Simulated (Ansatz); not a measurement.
Basis-set series for BH₅N₂O (`NB(N)O`). The species carries charge 0 and has multiplicity 1. Geometry: relaxed with PBE0-D4/def2-TZVP. It is one conformer, not always the lowest.

Z-matrix (Å, degrees):
```
N
B 1 1.423
H 1 1.003 2 123.7
H 1 1.003 2 123.1 3 -179.9
N 2 1.415 1 121.8 3 179.9
O 2 1.383 1 121.9 3 -0.1
H 5 1.003 2 121.0 1 180.0
H 5 1.002 2 124.5 1 -0.1
H 6 0.957 2 113.8 1 -0.1
```

| functional | basis | functions | energy (Eh) | HOMO (eV) | LUMO (eV) |
| --- | --- | --- | --- | --- | --- |
| PBE0-D4 | def2-SVP | 81 | -212.32647 | -6.46 | 1.62 |
| PBE0-D4 | def2-QZVPP | 378 | -212.59446 | -6.89 | 0.39 |
| ωB97M-V | def2-SVP | 81 | -212.48127 | -8.85 | 3.22 |
| ωB97M-V | def2-QZVPP | 378 | -212.75657 | -9.28 | 1.55 |

Question: Give the rows for def2-TZVPP. (An estimate is asked.)

Answer: Computed: 
```
functional       basis  functions  energy (Eh)  HOMO (eV)  LUMO (eV)
   PBE0-D4  def2-TZVPP        194   -212.58105      -6.82       0.71
   ωB97M-V  def2-TZVPP        194   -212.74381      -9.21       2.04
```

Positive LUMOs are unbound and depend on the basis.
